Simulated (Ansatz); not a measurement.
Gas-phase reaction in SMILES: C[Si](C)(C)Cl [chloro(trimethyl)silane] → [CH2][Si](C)(C)Cl + H atom (the C-H bond at the site shown breaks; other sites are not compared here)
Structures are relaxed separately at B3LYP-D3(BJ)/def2-TZVP in Ansatz (a program for electronic structure), one conformer each, not searched for the lowest.

Wanted: bond dissociation energy (electronic energy difference), in kcal/mol. Correlated levels leave the core frozen unless marked. Open shells are spin-unrestricted. No spin-orbit coupling. No relativistic terms. CBS marks a two-point X^-3 extrapolation of the correlation energy; Hartree-Fock from the larger set.

| level | program | bond dissociation energy (kcal/mol) |
|---|---|---|
| B3LYP/def2-TZVPD | Ansatz | ___ |
| PBE0/6-31G* | Ansatz | ___ |
| PBE0-D3(BJ)/def2-TZVP | Ansatz + dftd3 | 105.4 |
| HSE06-D3(BJ)/def2-TZVPD | Ansatz + dftd3 | 105.3 |
| HSE06-D4/def2-TZVPD | Ansatz + dftd4 | 105.4 |
| HSE06/def2-TZVPD | Ansatz | 105.1 |
| LC-wPBE-D4/def2-TZVPD | Ansatz + dftd4 | 105.3 |
| LC-wPBE/def2-TZVPD | Ansatz | 104.8 |
| RPA@PBE/cc-pV(Q+d)Z | Ansatz | ___ |
| CCSD(T)/CBS(cc-pV(T+d)Z,cc-pV(Q+d)Z) | Ansatz | 108.8 |

**Question.** Complete the blanks.

**Answer.** 
- B3LYP/def2-TZVPD, bond dissociation energy (kcal/mol): 106.0
- PBE0/6-31G*, bond dissociation energy (kcal/mol): 105.8
- RPA@PBE/cc-pV(Q+d)Z, bond dissociation energy (kcal/mol): 106.5
